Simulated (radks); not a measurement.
Species: the barium ion Ba2+. Configuration: [Kr] 4d10 5s2 5p5.5 4f0.5 (fractional occupations, a model configuration).

Method: scalar-relativistic Kohn-Sham, LDA (Slater exchange, Perdew-Wang correlation), spin-polarised, spherical densities, finite nucleus; open shells are filled with parallel spins first (spin-orbit coupling, left out, can overturn this in heavy ions); Fermi nuclear charge, rms radius 4.8378 fm; computed with a radial shooting solver on a logarithmic mesh with Libxc functionals.

Energy parts (Ry):
part                       energy
total                 -16256.0528
kinetic                17155.2589
electron-nucleus      -39301.2437
Hartree                 6271.8231
exchange-correlation    -381.8910

Orbitals (lengths in bohr, moments of r in powers of bohr; r(max) is where P^2 peaks; r(90%) holds 90 % of the orbital's charge):
1s up: occ. 1; eigenvalue (Ry) -2736.265; <1/r> 60.64; r(90%) 0.0461; <r^2> 0.0008899; r(max) 0.01644
1s down: occ. 1; eigenvalue (Ry) -2736.263; <1/r> 60.64; r(90%) 0.0461; <r^2> 0.0008899; r(max) 0.01644
2s up: occ. 1; eigenvalue (Ry) -433.2798; <1/r> 13.95; r(90%) 0.170; <r^2> 0.01423; r(max) 0.09297
2s down: occ. 1; eigenvalue (Ry) -433.2786; <1/r> 13.95; r(90%) 0.170; <r^2> 0.01423; r(max) 0.09297
2p up: occ. 3; eigenvalue (Ry) -388.8510; <1/r> 13.27; r(90%) 0.157; <r^2> 0.01130; r(max) 0.07464
2p down: occ. 3; eigenvalue (Ry) -388.8493; <1/r> 13.27; r(90%) 0.157; <r^2> 0.01130; r(max) 0.07464
3s up: occ. 1; eigenvalue (Ry) -92.04975; <1/r> 5.036; r(90%) 0.429; <r^2> 0.09767; r(max) 0.2666
3s down: occ. 1; eigenvalue (Ry) -92.04236; <1/r> 5.036; r(90%) 0.429; <r^2> 0.09767; r(max) 0.2666
3p up: occ. 3; eigenvalue (Ry) -77.80042; <1/r> 4.780; r(90%) 0.435; <r^2> 0.09765; r(max) 0.2608
3p down: occ. 3; eigenvalue (Ry) -77.79290; <1/r> 4.780; r(90%) 0.435; <r^2> 0.09764; r(max) 0.2608
3d up: occ. 5; eigenvalue (Ry) -57.03912; <1/r> 4.534; r(90%) 0.418; <r^2> 0.08398; r(max) 0.2149
3d down: occ. 5; eigenvalue (Ry) -57.03284; <1/r> 4.534; r(90%) 0.418; <r^2> 0.08396; r(max) 0.2149
4s up: occ. 1; eigenvalue (Ry) -18.69327; <1/r> 2.084; r(90%) 0.971; <r^2> 0.5141; r(max) 0.6251
4s down: occ. 1; eigenvalue (Ry) -18.67169; <1/r> 2.085; r(90%) 0.971; <r^2> 0.5139; r(max) 0.6251
4p up: occ. 3; eigenvalue (Ry) -14.09611; <1/r> 1.919; r(90%) 1.05; <r^2> 0.5849; r(max) 0.6538
4p down: occ. 3; eigenvalue (Ry) -14.07367; <1/r> 1.919; r(90%) 1.04; <r^2> 0.5845; r(max) 0.6538
4d up: occ. 5; eigenvalue (Ry) -7.42081; <1/r> 1.651; r(90%) 1.21; <r^2> 0.7505; r(max) 0.6961
4d down: occ. 5; eigenvalue (Ry) -7.39605; <1/r> 1.652; r(90%) 1.21; <r^2> 0.7493; r(max) 0.6959
4f up: occ. 0.5; eigenvalue (Ry) -0.74096; <1/r> 0.9255; r(90%) 2.87; <r^2> 3.382; r(max) 0.8428
4f down: occ. 0; eigenvalue (Ry) -0.70953; <1/r> 0.9223; r(90%) 2.92; <r^2> 3.481; r(max) 0.8405
5s up: occ. 1; eigenvalue (Ry) -3.38792; <1/r> 0.8069; r(90%) 2.35; <r^2> 3.005; r(max) 1.471
5s down: occ. 1; eigenvalue (Ry) -3.34695; <1/r> 0.8064; r(90%) 2.36; <r^2> 3.012; r(max) 1.470
5p up: occ. 3; eigenvalue (Ry) -2.28384; <1/r> 0.6851; r(90%) 2.77; <r^2> 4.087; r(max) 1.671
5p down: occ. 2.5; eigenvalue (Ry) -2.24533; <1/r> 0.6832; r(90%) 2.78; <r^2> 4.113; r(max) 1.672
5d up: occ. 0; eigenvalue (Ry) -0.96751; <1/r> 0.4572; r(90%) 4.19; <r^2> 8.948; r(max) 2.333
5d down: occ. 0; eigenvalue (Ry) -0.94156; <1/r> 0.4515; r(90%) 4.25; <r^2> 9.172; r(max) 2.353
5f up: occ. 0; eigenvalue (Ry) -0.28572; <1/r> 0.1881; r(90%) 11.1; <r^2> 62.77; r(max) 6.565
5f down: occ. 0; eigenvalue (Ry) -0.28241; <1/r> 0.1860; r(90%) 11.2; <r^2> 64.64; r(max) 6.688
6s up: occ. 0; eigenvalue (Ry) -0.91901; <1/r> 0.3311; r(90%) 5.51; <r^2> 16.76; r(max) 3.556
6s down: occ. 0; eigenvalue (Ry) -0.90564; <1/r> 0.3284; r(90%) 5.56; <r^2> 17.00; r(max) 3.576
6p up: occ. 0; eigenvalue (Ry) -0.66436; <1/r> 0.2745; r(90%) 6.70; <r^2> 24.52; r(max) 4.275
6p down: occ. 0; eigenvalue (Ry) -0.65488; <1/r> 0.2719; r(90%) 6.77; <r^2> 24.97; r(max) 4.309

The highest occupied level is 4f up at -10.081 eV. The configuration is held as typed, so some empty levels lie below it. The electron density at the nucleus is 3.329e+05 e/bohr^3 (large components only).
